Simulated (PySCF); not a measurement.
Compound: Cu2 (singlet state).
SMILES: `[Cu][Cu]`

Computed with PySCF 2.14.0, CAM-B3LYP/cc-pVDZ geometry optimisation, gas phase.

Take the most abundant isotopes and a rigid rotor. 

Q: What are the moment of inertia and the rotational constant?

A: I = 161.568 u·Å², B = 505379 MHz·u·Å²/I = 3128 MHz (0.1043 cm⁻¹, or 0.150 K as hB/k). For two atoms I = μr² with μ = 31.4648 u and r = 2.2660 Å.

Q: List the first levels of a rigid rotor in a Σ state.

A: E(J) = BJ(J+1): J = 1: 0.209, J = 2: 0.626, J = 3: 1.252, J = 4: 2.087, J = 5: 3.130, J = 6: 4.382 cm⁻¹.

Q: Has it a pure rotational spectrum?

A: Not by electric dipole: D∞h allows no dipole (computed 0.00 D). Rotational Raman lines (ΔJ = 2) lie at B(4J + 6), spaced by 4B = 0.417 cm⁻¹, with nuclear-spin weights that differ between even and odd J.

Q: Estimate the classical rotational partition function at 10 K, 200 K and 500 K.

A: Point group D∞h, symmetry number σ = 2; q = kT/(σhB), k/h = 20836.6 MHz/K: 33.3 at 10 K, 666 at 200 K, 1670 at 500 K.

CAM-B3LYP/cc-pVDZ frequencies: not computed here. Isolated species at its CAM-B3LYP/cc-pVDZ geometry, gas phase. Constants of a rigid frame at the computed geometry: no zero-point averaging, no centrifugal distortion.
